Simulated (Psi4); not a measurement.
phosphoric acid (H$_{3}$O$_{4}$P), singlet, at a GFN2-xTB geometry; QCISD(T)/cc-pVDZ (Psi4).

Here is a job for Psi4.
```
memory 2 GB

molecule {
0 1
O     0.49815352    0.07810859    1.46212779
P     0.07752331   -0.00157246   -0.06686975
O     1.18641115   -0.02406474   -1.02336976
O    -0.88182602   -1.26617612   -0.10609644
O    -0.93128809    1.21473972   -0.22177793
H     1.27151994    0.63131386    1.54988943
H    -0.36653792   -2.04970152   -0.28609618
H    -1.03943620    1.42111488   -1.14781631
}

set {
  basis cc-pvdz
  freeze_core true
}

energy('qcisd(t)')
print_variables()
```

Task: What does Psi4 print? Leave out banner, timings and long lists.

Result: 
```
   => Loading Basis Set <=

    Name: CC-PVDZ
    Role: ORBITAL
    Keyword: BASIS

         ---------------------------------------------------------
                                   SCF
               by Justin Turney, Rob Parrish, Andy Simmonett
                          and Daniel G. A. Smith
                              RHF Reference
         ---------------------------------------------------------

  ==> Geometry <==

    Molecular point group: c1
    Full point group: C1

    Geometry (in Angstrom), charge = 0, multiplicity = 1:

       Center              X                  Y                   Z               Mass
    ------------   -----------------  -----------------  -----------------  -----------------
         O            0.496014802024     0.078151972688     1.463972598234    15.994914619570
         P            0.075384592024    -0.001529077312    -0.065024941766    30.973761998420
         O            1.184272432024    -0.024021357312    -1.021524951766    15.994914619570
         O           -0.883964737976    -1.266132737312    -0.104251631766    15.994914619570
         O           -0.933426807976     1.214783102688    -0.219933121766    15.994914619570
         H            1.269381222024     0.631357242688     1.551734238234     1.007825032230
         H           -0.368676637976    -2.049658137312    -0.284251371766     1.007825032230
         H           -1.041574917976     1.421158262688    -1.145971501766     1.007825032230

  Running in c1 symmetry.

  Rotational constants: A =      0.15090  B =      0.15090  C =      0.15045 [cm^-1]
  Rotational constants: A =   4523.84654  B =   4523.84653  C =   4510.43946 [MHz]
  Nuclear repulsion =  281.653211957477936

  Charge       = 0
  Multiplicity = 1
  Electrons    = 50
  Nalpha       = 25
  Nbeta        = 25

  ==> Algorithm <==

  SCF Algorithm Type is PK.
  DIIS enabled.
  MOM disabled.
  Fractional occupation disabled.
  Guess Type is SAD.
  Energy threshold   = 1.00e-08
  Density threshold  = 1.00e-08
  Integral threshold = 1.00e-12

  ==> Primary Basis <==

  Basis Set: CC-PVDZ
    Blend: CC-PVDZ
    Number of shells: 41
    Number of basis functions: 89
    Number of Cartesian functions: 94
    Spherical Harmonics?: true
    Max angular momentum: 2

  ==> Integral Setup <==

  Using in-core PK algorithm.
   Calculation information:
      Number of atoms:                   8
      Number of AO shells:              41
      Number of primitives:            153
      Number of atomic orbitals:        94
      Number of basis functions:        89

      Integral cutoff                 1.00e-12
      Number of threads:                 1

  Performing in-core PK
  Using 16044030 doubles for integral storage.
  We computed 365910 shell quartets total.
  Whereas there are 371091 unique shell quartets.

  ==> DiskJK: Disk-Based J/K Matrices <==

    J tasked:                  Yes
    K tasked:                  Yes
    wK tasked:                  No
    Schwarz Cutoff:          1E-12

  Minimum eigenvalue in the overlap matrix is 1.4501820466E-02.
  Reciprocal condition number of the overlap matrix is 3.6531581072E-03.
    Using symmetric orthogonalization.

  ==> Pre-Iterations <==

  SCF Guess: Superposition of Atomic Densities via on-the-fly atomic UHF (no occupation information).

   -------------------------
    Irrep   Nso     Nmo
   -------------------------
     A         89      89
   -------------------------
    Total      89      89
   -------------------------

  ==> Iterations <==

                        Total Energy        Delta E     RMS |[F,P]|

   @RHF iter SAD:  -641.46681454217878   -6.41467e+02   0.00000e+00
   @RHF iter   1:  -641.82777222695768   -3.60958e-01   8.20954e-03 DIIS/ADIIS
   @RHF iter   2:  -641.97629086396876   -1.48519e-01   4.90429e-03 DIIS/ADIIS
   @RHF iter   3:  -642.04279917554368   -6.65083e-02   5.77016e-04 DIIS/ADIIS
   @RHF iter   4:  -642.04407525214015   -1.27608e-03   2.44753e-04 DIIS/ADIIS
   @RHF iter   5:  -642.04429055640878   -2.15304e-04   4.73839e-05 DIIS
   @RHF iter   6:  -642.04430213113437   -1.15747e-05   9.63178e-06 DIIS
   @RHF iter   7:  -642.04430300335571   -8.72221e-07   1.97973e-06 DIIS
   @RHF iter   8:  -642.04430304173911   -3.83834e-08   5.87447e-07 DIIS
   @RHF iter   9:  -642.04430304478467   -3.04556e-09   1.55105e-07 DIIS
   @RHF iter  10:  -642.04430304503046   -2.45791e-10   3.55678e-08 DIIS
   @RHF iter  11:  -642.04430304504274   -1.22782e-11   7.63787e-09 DIIS
  Energy and wave function converged.

  ==> Post-Iterations <==

    Orbital Energies [Eh]
    ---------------------

    Doubly Occupied:

[...]
      25A     -0.466339

    Virtual:

[...]
      89A      4.010323

    Final Occupation by Irrep:
              A
    DOCC [    25 ]
    NA   [    25 ]
    NB   [    25 ]

  @RHF Final Energy:  -642.04430304504274

   => Energetics <=

    Nuclear Repulsion Energy =            281.6532119574779358
    One-Electron Energy =               -1447.5190566513929298
    Two-Electron Energy =                 523.8215416488723122
    Total Energy =                       -642.0443030450427386

Computation Completed

Properties will be evaluated at   0.000000,   0.000000,   0.000000 [a0]

Properties computed using the SCF density matrix

 Multipole Moments:

 ------------------------------------------------------------------------------------
     Multipole            Electronic (a.u.)      Nuclear  (a.u.)        Total (a.u.)
 ------------------------------------------------------------------------------------

 L = 1.  Multiply by 2.5417464519 to convert [e a0] to [Debye]
 Dipole X            :          0.1239722           -0.2020797           -0.0781075
 Dipole Y            :         -0.0025146            0.0040989            0.0015843
 Dipole Z            :         -0.1069355            0.1743091            0.0673736
 Magnitude           :                                                    0.1031624

[...]

        **********************************************************
        *                                                        *
        *                   CCSD Integral Sort                   *
        *                                                        *
        **********************************************************

        CC integral sort will use                    198.05 mb

        Number of (ab|cd) temporary files:                2
        Number of (ab|ci) temporary files:                3
        Starting temporary file number:                 270

        *****************************************************
        *                                                   *
        *                       QCISD                       *
        *                  Eugene DePrince                  *
        *                                                   *
        *****************************************************

  ==> Input parameters <==

        Freeze core orbitals?                 yes
        Use frozen natural orbitals?           no
        r_convergence:                  1.000e-07
        e_convergence:                  1.000e-06
        Number of DIIS vectors:                 8
        Number of frozen core orbitals:         9
        Number of active occupied orbitals:    16
        Number of active virtual orbitals:     64
        Number of frozen virtual orbitals:      0

  ==> Memory <==

        minimum memory requirements for QCISD =        24.09 mb
        (T) algorithm:                                 18.16 mb (low-memory)
        memory requirements for QCISD(T) =             18.16 mb

  ==> Define tiling <==

        v(ab,cd) diagrams will be evaluated in   1 blocks.
        v(ab,ci) diagrams will be evaluated in   1 blocks over ov2.
        v(ab,ci) diagrams will be evaluated in   1 blocks over ov.

  Allocate cpu memory (    57.10 mb).....done.
  Initialize cpu memory..................done.

  ==> MP4(SDQ) <==

  Begin singles and doubles quadratic ci iterations

   Iter  DIIS          Energy       d(Energy)          |d(T)|     time
      0   0 1   -0.8705013957   -0.8705013957    0.0224742228        1
      1   1 1   -0.8710762136   -0.0005748179    0.0109694873        1
      2   2 1   -0.8729756721   -0.0018994586    0.0046087389        2
      3   3 1   -0.8737591208   -0.0007834486    0.0025775969        1
      4   4 1   -0.8736653185    0.0000938022    0.0004281188        1
      5   5 1   -0.8736411986    0.0000241199    0.0001946826        1
      6   6 1   -0.8736469970   -0.0000057984    0.0000390278        2
      7   7 1   -0.8736469962    0.0000000008    0.0000148893        1
      8   8 1   -0.8736467077    0.0000002886    0.0000051738        1
      9   8 2   -0.8736468335   -0.0000001259    0.0000017866        1
     10   8 3   -0.8736467549    0.0000000786    0.0000006403        1
     11   8 4   -0.8736467778   -0.0000000229    0.0000002170        1
     12   8 5   -0.8736467773    0.0000000006    0.0000000712        1

  QCISD iterations converged!

        T1 diagnostic:                         0.012874930505
        D1 diagnostic:                         0.040040444770

        OS MP2 correlation energy:            -0.622412559489
        SS MP2 correlation energy:            -0.233340760552
        MP2 correlation energy:               -0.855753320042
      * MP2 total energy:                   -642.900056365085

        OS MP2.5 correlation energy:          -0.635548889136
        SS MP2.5 correlation energy:          -0.221964285797
        MP2.5 correlation energy:             -0.857513174933
      * MP2.5 total energy:                 -642.901816219976

        OS MP3 correlation energy:            -0.648685218783
        SS MP3 correlation energy:            -0.210587811042
        MP3 correlation energy:               -0.859273029825
      * MP3 total energy:                   -642.903576074868

        OS MP4(SDQ) correlation energy:       -0.663859062018
        SS MP4(SDQ) correlation energy:       -0.202006786977
        MP4(SDQ) correlation energy:          -0.872523150248
      * MP4(SDQ) total energy:              -642.916826195290

        OS QCISD correlation energy:          -0.667514582289
        SS QCISD correlation energy:          -0.206132194963
        QCISD correlation energy:             -0.873646777252
      * QCISD total energy:                 -642.917949822295

  Total time for QCISD iterations:      12.99 s (user)
                                         2.59 s (system)
                                           15 s (total)

  Time per iteration:                    1.00 s (user)
                                         0.20 s (system)
                                         1.25 s (total)

        ==> Resort (ov|vv) integrals for low-memory (T) computation <==

        *******************************************************
        *                                                     *
        *                     QCISD(T)                        *
        *                                                     *
        *******************************************************

        Using low-memory algorithm.

        num_threads:                      1
        memory requirements:       18.16 mb

        Number of abc combinations: 45760

        Computing (T) correction...

        % complete  total time
              10.0
              20.0
              30.0
              40.0
              50.0
              60.0
              70.0
              80.0
              90.0

        (T) energy                             -0.019216995806

        QCISD(T) correlation energy            -0.892863773058
      * QCISD(T) total energy                -642.937166818101

  Variable Map:
  ----------------------------------------------------------------------------
[...]
  Array Variable Map:
  ----------------------------------------------------------------------------
[...]
[...]
```
